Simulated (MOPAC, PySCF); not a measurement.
perfluorocubane C8F8 `FC12C3(F)C4(F)C1(F)C1(F)C2(F)C3(F)C41F`, neutral singlet in the gas phase. 

Cartesian coordinates (Å):
```xyz
16

F      0.0084     2.2124     1.5705
C      0.0042     1.1182     0.7938
C      1.1227    -0.0026     0.7874
F      2.2214    -0.0052     1.5578
C      0.0019    -1.1211     0.7897
F      0.0038    -2.2182     1.5624
C     -1.1166    -0.0003     0.7961
F     -2.2092    -0.0006     1.5750
C     -1.1227     0.0026    -0.7874
F     -2.2214     0.0052    -1.5578
C     -0.0019     1.1211    -0.7897
F     -0.0038     2.2182    -1.5624
C      1.1166     0.0003    -0.7961
F      2.2092     0.0006    -1.5750
C     -0.0043    -1.1182    -0.7938
F     -0.0084    -2.2124    -1.5706
```
Charge 0, spin multiplicity 1.

All levels are single points at this geometry (PBE-D3(BJ)/def2-SVP); Pople sets use spherical d functions. Orbital energies aren't observables, and empty levels follow the basis.

| level | HOMO (eV) | LUMO (eV) | gap (eV) | dipole (D) | vertical IE, Delta-SCF (eV) |
|---|---|---|---|---|---|
| B3LYP-D3(BJ)/def2-SVP in PySCF | -8.19 | -2.20 | 5.99 | 0.00 | – |
| PBE-D3(BJ)/def2-SVP in PySCF | -6.75 | -2.96 | 3.79 | 0.00 | – |
| B3LYP/6-31G* in PySCF | -7.81 | -1.85 | 5.96 | 0.00 | 9.96 |
| PBE/6-31G* in PySCF | -6.38 | -2.64 | 3.74 | 0.00 | – |
| HF/6-31G* in PySCF | -12.01 | 2.21 | 14.22 | 0.00 | 10.97 |
| AM1 in MOPAC | -11.56 | 0.23 | 11.79 | 0.00 | – |
| PM3 in MOPAC | -12.62 | -0.17 | 12.45 | 0.00 | – |
| PM6 in MOPAC | -12.32 | 0.22 | 12.53 | 0.00 | – |
| PM7 in MOPAC | -12.46 | 0.03 | 12.48 | 0.00 | – |
